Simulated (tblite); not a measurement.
Compound: C6H11P.
SMILES with atom numbers: `[CH3:1][CH2:2][C:3]1=[CH:4][PH:5][CH2:6][CH2:7]1` (hydrogens: H8, H9, H10 on C1; H11, H12 on C2; H13 on C4; H14 on P5; H15, H16 on C6; H17, H18 on C7)

Computed with GFN2-xTB (tblite), gas phase: L-BFGS steps from a force-field or distance-geometry start until the largest atomic force falls under 0.01 eV/Å.

Step 8: E = -570.0960 eV
```
atom  x, y, z in Å  |  force x, y, z in eV/Å
C1      2.4146   -0.0633   -0.6470   -0.027   0.011  -0.050
C2      1.3740   -0.7204    0.2672    0.145   0.043  -0.035
C3     -0.0481   -0.4126   -0.0980    0.045  -0.020  -0.004
C4     -0.9652   -1.3212   -0.4204    0.031  -0.083   0.064
P5     -2.6582   -0.6991   -0.6242   -0.132  -0.140   0.214
C6     -2.0664    0.9904   -0.1065    0.016   0.084   0.126
C7     -0.5358    1.0081   -0.0960    0.076  -0.002  -0.039
H8      3.4149   -0.1930   -0.2316   -0.116  -0.025  -0.040
H9      2.2283    1.0028   -0.7559   -0.003  -0.011   0.057
H10     2.3945   -0.5138   -1.6368   -0.034   0.000  -0.006
H11     1.5611   -0.3707    1.2866   -0.110   0.033   0.048
H12     1.5332   -1.8012    0.2582   -0.069   0.009  -0.004
H13    -0.7689   -2.3791   -0.4323   -0.009  -0.108  -0.082
H14    -2.6400   -0.5002   -2.0059    0.206   0.056  -0.223
H15    -2.4488    1.1377    0.9053   -0.012   0.049   0.127
H16    -2.4902    1.7804   -0.7228   -0.056   0.008  -0.091
H17    -0.1599    1.5148   -0.9845    0.063   0.050  -0.146
H18    -0.1480    1.5466    0.7682   -0.015   0.047   0.086
```

Step 9: E = -570.1038 eV
```
atom  x, y, z in Å  |  force x, y, z in eV/Å
C1      2.4138   -0.0626   -0.6491   -0.085  -0.018  -0.014
C2      1.3755   -0.7203    0.2653    0.057   0.067  -0.027
C3     -0.0465   -0.4134   -0.0986    0.000   0.022  -0.035
C4     -0.9649   -1.3227   -0.4145    0.044  -0.084   0.053
P5     -2.6559   -0.6984   -0.6142   -0.144  -0.110   0.023
C6     -2.0658    0.9939   -0.1039    0.023   0.005   0.125
C7     -0.5340    1.0103   -0.0991    0.013  -0.110  -0.028
H8      3.4106   -0.1937   -0.2346   -0.006  -0.037  -0.008
H9      2.2282    1.0025   -0.7534   -0.015   0.034   0.036
H10     2.3912   -0.5133   -1.6375   -0.033  -0.003  -0.042
H11     1.5499   -0.3692    1.2858   -0.042   0.037   0.060
H12     1.5296   -1.8006    0.2590   -0.034  -0.020  -0.009
H13    -0.7712   -2.3815   -0.4407    0.002  -0.079  -0.043
H14    -2.6217   -0.4969   -2.0008    0.156   0.020  -0.126
H15    -2.4500    1.1336    0.9102    0.033   0.113   0.062
H16    -2.4918    1.7766   -0.7285   -0.058   0.013  -0.033
H17    -0.1543    1.5157   -0.9864    0.037   0.047  -0.154
H18    -0.1515    1.5464    0.7647    0.052   0.102   0.161
```

Step 10: E = -570.1082 eV
```
atom  x, y, z in Å  |  force x, y, z in eV/Å
C1      2.4123   -0.0623   -0.6507   -0.071  -0.018   0.004
C2      1.3770   -0.7195    0.2641   -0.030   0.042   0.003
C3     -0.0454   -0.4139   -0.0996   -0.035   0.017  -0.046
C4     -0.9642   -1.3250   -0.4100    0.021  -0.055   0.043
P5     -2.6569   -0.6999   -0.6083   -0.069  -0.047  -0.109
C6     -2.0653    0.9961   -0.1007    0.008  -0.048   0.071
C7     -0.5322    1.0107   -0.1013   -0.011  -0.081   0.003
H8      3.4078   -0.1948   -0.2367    0.042  -0.040  -0.001
H9      2.2279    1.0028   -0.7512   -0.020   0.048   0.020
H10     2.3885   -0.5129   -1.6386   -0.036   0.003  -0.054
H11     1.5422   -0.3676    1.2863    0.001   0.033   0.041
H12     1.5268   -1.8005    0.2593   -0.008  -0.014  -0.008
H13    -0.7725   -2.3845   -0.4466    0.012  -0.054  -0.014
H14    -2.6077   -0.4945   -1.9994    0.116  -0.007  -0.031
H15    -2.4502    1.1333    0.9144    0.058   0.144   0.024
H16    -2.4936    1.7743   -0.7323   -0.039  -0.014   0.028
H17    -0.1504    1.5167   -0.9899   -0.004   0.013  -0.092
H18    -0.1528    1.5478    0.7649    0.065   0.080   0.117
```

Step 11: E = -570.1109 eV
```
atom  x, y, z in Å  |  force x, y, z in eV/Å
C1      2.4105   -0.0622   -0.6517   -0.028  -0.004   0.008
C2      1.3773   -0.7184    0.2636   -0.075   0.007   0.024
C3     -0.0452   -0.4142   -0.1010   -0.043   0.001  -0.032
C4     -0.9638   -1.3275   -0.4066   -0.016  -0.030   0.026
P5     -2.6586   -0.7018   -0.6067    0.014   0.005  -0.147
C6     -2.0652    0.9965   -0.0978   -0.006  -0.062   0.015
C7     -0.5309    1.0104   -0.1022   -0.017  -0.010   0.025
H8      3.4065   -0.1962   -0.2381    0.036  -0.036  -0.011
H9      2.2274    1.0038   -0.7496   -0.017   0.033   0.010
H10     2.3862   -0.5127   -1.6402   -0.041   0.015  -0.039
H11     1.5377   -0.3661    1.2873    0.019   0.025   0.013
H12     1.5250   -1.8004    0.2593    0.005   0.005  -0.002
H13    -0.7729   -2.3874   -0.4503    0.019  -0.029   0.006
H14    -2.5972   -0.4932   -1.9995    0.092  -0.017   0.013
H15    -2.4492    1.1359    0.9176    0.065   0.140   0.004
H16    -2.4954    1.7724   -0.7337   -0.017  -0.043   0.069
H17    -0.1484    1.5174   -0.9935   -0.041  -0.026  -0.013
H18    -0.1525    1.5499    0.7669    0.051   0.029   0.030
```

**Question.** Estimate the geometry and energy of step 12. (The exact step hangs on the optimiser's Hessian estimate; all steps are aligned on step 11, rigid shifts and turns removed.)

**Answer.** E = -570.1132 eV, largest force 0.143 eV/Å
```
atom  x, y, z in Å  |  force x, y, z in eV/Å
C1      2.4088   -0.0622   -0.6524    0.009   0.009   0.007
C2      1.3763   -0.7175    0.2638   -0.075  -0.018   0.028
C3     -0.0458   -0.4145   -0.1027   -0.040  -0.018  -0.001
C4     -0.9639   -1.3301   -0.4036   -0.040  -0.007   0.003
P5     -2.6599   -0.7035   -0.6081    0.071   0.037  -0.119
C6     -2.0652    0.9957   -0.0953   -0.010  -0.048  -0.024
C7     -0.5300    1.0103   -0.1024   -0.019   0.043   0.033
H8      3.4059   -0.1980   -0.2395    0.007  -0.029  -0.026
H9      2.2266    1.0050   -0.7480   -0.010   0.005   0.006
H10     2.3835   -0.5121   -1.6421   -0.044   0.030  -0.009
H11     1.5347   -0.3644    1.2883    0.024   0.015  -0.015
H12     1.5235   -1.8001    0.2593    0.009   0.022   0.006
H13    -0.7729   -2.3903   -0.4530    0.021  -0.003   0.022
H14    -2.5872   -0.4925   -1.9999    0.078  -0.014   0.014
H15    -2.4471    1.1410    0.9202    0.060   0.110  -0.009
H16    -2.4971    1.7702   -0.7335   -0.002  -0.057   0.084
H17    -0.1478    1.5174   -0.9966   -0.068  -0.053   0.054
H18    -0.1513    1.5519    0.7690    0.029  -0.023  -0.053
```

The energy changes by -0.0023 eV. The first-order estimate −F·Δx gives -0.0031 eV and the mean of the old and new forces, exact on a quadratic surface, -0.0023 eV. The step makes an angle of 51° with the force vector and moves no atom by more than 0.010 Å.

The cost below is that of the whole relaxation. The run took 0.37 s of wall time on Arm Neoverse V1, one thread, shared host with 32 logical CPUs at a one-minute load of 11.
